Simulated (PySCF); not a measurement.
C4H5F3S.
Cartesian coordinates in Å at the GFN2-xTB level; atoms count from 1:
```
atom  x, y, z in Å
F1     2.5315    0.0044    1.0614
C2     1.6331   -0.1299    0.0804
F3     2.0996   -1.0967   -0.7350
F4     1.6551    1.0021   -0.6317
C5     0.2498   -0.4836    0.5937
C6    -0.8263   -0.4565   -0.4983
C7    -1.4710    0.8630   -0.0674
S8    -0.5318    0.8982    1.5101
H9     0.3335   -1.4019    1.1767
H10   -1.5082   -1.2990   -0.4007
H11   -0.4215   -0.4486   -1.5104
H12   -1.2032    1.7146   -0.6883
H13   -2.5450    0.8343    0.0919
```

Jobs on this species (13 atoms, 72 electrons) with PySCF (density fitting). Hardware of each: one thread, Intel Xeon Platinum 8488C (x86_64) (shared host). Other jobs ran on the host; a repeat could differ by tens of per cent or more. Peak memory is the resident size of the whole Python process, interpreter and libraries included.

```json
{"level and settings": "PBE0/def2-SVPD", "work": "6 singlets by full TDDFT, 2 Tamm–Dancoff triplets, polarisability", "basis functions": "216", "SCF cycles": "?", "wall time": "?", "peak memory": "?"}
{"level and settings": "PBE0/STO-3G, IEF-PCM water, damping 0.3 at the start, DIIS from the seventh cycle", "work": "shieldings, ring-centre shieldings, charges and field gradients", "basis functions": "49", "SCF cycles": "?", "wall time": "?", "peak memory": "?"}
{"level and settings": "HSE06/pcSseg-1", "work": "shieldings, ring-centre shieldings", "basis functions": "168", "SCF cycles": "?", "wall time": "?", "peak memory": "?"}
{"level and settings": "LDA/cc-pVDZ", "work": "12 singlets by TDA, polarisability, density and orbital grids written", "basis functions": "141", "SCF cycles": "13", "wall time": "17 s", "peak memory": "0.43 GiB"}
{"level and settings": "OLYP/cc-pVDZ, IEF-PCM water", "work": "shieldings, ring-centre shieldings, charges and field gradients", "basis functions": "141", "SCF cycles": "14", "wall time": "16 s", "peak memory": "0.72 GiB"}
{"level and settings": "mPW1PW91/6-31G, IEF-PCM chloroform, damping 0.2 at the start, DIIS from the seventh cycle, start guess huckel", "work": "1 singlet by full TDDFT, polarisability", "basis functions": "86", "SCF cycles": "20", "wall time": "10 s", "peak memory": "0.65 GiB"}
{"level and settings": "PBE0/6-311+G(2d,p), IEF-PCM benzene", "work": "shieldings, ring-centre shieldings, charges and field gradients", "basis functions": "254", "SCF cycles": "14", "wall time": "37 s", "peak memory": "1.1 GiB"}
{"level and settings": "PBE0/pcSseg-1", "work": "shieldings, ring-centre shieldings, charges and field gradients", "basis functions": "168", "SCF cycles": "13", "wall time": "20 s", "peak memory": "0.75 GiB"}
{"level and settings": "B97-2/6-31G, start guess sap", "work": "spin–spin couplings from 12 perturbed nuclei, spin–dipole term for 3 of them", "basis functions": "86", "SCF cycles": "14", "wall time": "13 s", "peak memory": "0.58 GiB"}
```

Question: Fill in the missing figures.

Answer: 
- PBE0/def2-SVPD; 6 singlets by full TDDFT, 2 Tamm–Dancoff triplets, polarisability: 28 s, 0.88 GiB, 13 SCF cycles
- PBE0/STO-3G, IEF-PCM water, damping 0.3 at the start, DIIS from the seventh cycle; shieldings, ring-centre shieldings, charges and field gradients: 5.2 s, 0.53 GiB, 10 SCF cycles
- HSE06/pcSseg-1; shieldings, ring-centre shieldings: 34 s, 0.99 GiB, 14 SCF cycles

Question: What do all jobs in the table cost together?

Answer: About 3.0 min; the longest takes about 21 % of that, and about 7.1 times as long as the shortest.
